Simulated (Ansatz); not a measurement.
Job for Ansatz (a quantum-chemistry and plane-wave program): U-PBE0/def2-TZVPP on HfB, 2S+1 = 6, a spin state set in the input, which need not be the lowest. Elements past Kr take the def2 small-core potentials; no spin–orbit coupling.

Ansatz 0.2 input:
```yaml
crystal:
  periodic: [false, false, false]
  atoms:
    - {symbol: Hf, position_ang: [0.00000000, 0.00000000, 0.00000000]}
    - {symbol: B, position_ang: [0.00000000, 0.00000000, 2.46000000]}
basis:
  gaussian:
    orbitals: def2-TZVPP
hamiltonian:
  xc: {name: PBE0}
magnetization: {spin_polarized: true, initial_magnetization: 5}
relax: {f_tol: 0.002, max_steps: 120}
```

It printed:

```
WARN ansatz: RAYON_NUM_THREADS=2 ignored (pool sized by the plan → 2); use --threads N
Functional definition: PBE0
integrals: 0.02 GiB planned
573 factors; their error is unknown
mean field: 0.27 GiB planned
mean field evaluation 1: about -1970.9102 eV, gradient 1.9e1 eV
mean field evaluation 2: about -1944.7072 eV, gradient 5.3e1 eV
mean field evaluation 4: about -1973.7899 eV, gradient 3.3e0 eV
mean field evaluation 8: about -1973.8771 eV, gradient 6.3e-2 eV
mean field evaluation 16: about -1973.8850 eV, gradient 2.6e-4 eV
mean field evaluation 32: about -1973.7523 eV, gradient 1.2e0 eV
mean field -1973.88498332 eV, -72.5389351898 hartree, gradient 3.6e-5 eV, S^2 8.754137; 5 other end points of the search recorded, 0 dependent functions left out
the calculation of the forces begins
reference -1973.88501156 eV, -72.5389362276 hartree; 11, 6 occupied and 76, 81 virtual orbitals, 573 factors
relax step   1: F+E_penalty+E_count = -1973.88498332 eV  Δ(F+E_penalty+E_count) = +0.000e0 eV  max|allowed force component| = 2.726e0 eV/Å  Δτ_max = 0.0000 Å  (78 SCF iters, accepted)
these checks for a lower state are left out or cut short: starts, cluster_reference, orbital_swaps, neighbouring_geometries, increment
integrals: 0.02 GiB planned
573 factors; their error is unknown
mean field: 0.27 GiB planned
mean field -1974.40026589 eV, -72.5578714749 hartree, gradient 2.6e-5 eV, S^2 8.752744; 0 other end points of the search recorded, 0 dependent functions left out
the calculation of the forces begins
reference -1974.40029344 eV, -72.5578724874 hartree; 11, 6 occupied and 76, 81 virtual orbitals, 573 factors
relax step   2: F+E_penalty+E_count = -1974.40026589 eV  Δ(F+E_penalty+E_count) = -5.153e-1 eV  max|allowed force component| = 1.161e0 eV/Å  Δτ_max = 0.1950 Å  (46 SCF iters, accepted)
these checks for a lower state are left out or cut short: starts, cluster_reference, orbital_swaps, neighbouring_geometries, increment
integrals: 0.02 GiB planned
573 factors; their error is unknown
mean field: 0.27 GiB planned
mean field -1974.43670922 eV, -72.5592107426 hartree, gradient 2.6e-5 eV, S^2 8.752925; 0 other end points of the search recorded, 0 dependent functions left out
the calculation of the forces begins
reference -1974.43673687 eV, -72.5592117588 hartree; 11, 6 occupied and 76, 81 virtual orbitals, 573 factors
relax step   3: F+E_penalty+E_count = -1974.43670922 eV  Δ(F+E_penalty+E_count) = -3.644e-2 eV  max|allowed force component| = 4.738e-2 eV/Å  Δτ_max = 0.0343 Å  (43 SCF iters, accepted)
these checks for a lower state are left out or cut short: starts, cluster_reference, orbital_swaps, neighbouring_geometries, increment
integrals: 0.02 GiB planned
573 factors; their error is unknown
mean field: 0.27 GiB planned
mean field -1974.43678132 eV, -72.5592133922 hartree, gradient 2.4e-5 eV, S^2 8.752915; 0 other end points of the search recorded, 0 dependent functions left out
the calculation of the forces begins
reference -1974.43680897 eV, -72.5592144082 hartree; 11, 6 occupied and 76, 81 virtual orbitals, 573 factors
relax step   4: F+E_penalty+E_count = -1974.43678132 eV  Δ(F+E_penalty+E_count) = -7.210e-5 eV  max|allowed force component| = 9.338e-4 eV/Å  Δτ_max = 0.0016 Å  (40 SCF iters, accepted)
integrals: 0.02 GiB planned
573 factors; their error is unknown
mean field: 0.27 GiB planned
mean field evaluation 64: about -1971.7891 eV, gradient 2.0e1 eV
mean field -1974.43678132 eV, -72.5592133922 hartree, gradient 2.5e-5 eV, S^2 8.752915; 4 other end points of the search recorded, 0 dependent functions left out
the calculation of the forces begins
reference -1974.43680897 eV, -72.5592144082 hartree; 11, 6 occupied and 76, 81 virtual orbitals, 573 factors
Total energy: -1974.43680897 eV, -72.5592144082 hartree
Atom 0 at     0.000000     0.000000     0.162284 Å, force    -0.000000     0.000000    -0.000934 eV/Å
Atom 1 at    -0.000000    -0.000000     2.297716 Å, force     0.000000    -0.000000     0.000934 eV/Å
Dipole moment:     0.000000    -0.000000    -0.911430 e Å
```

Self-consistency was reached.

Cost: around 11 core-seconds (rough).
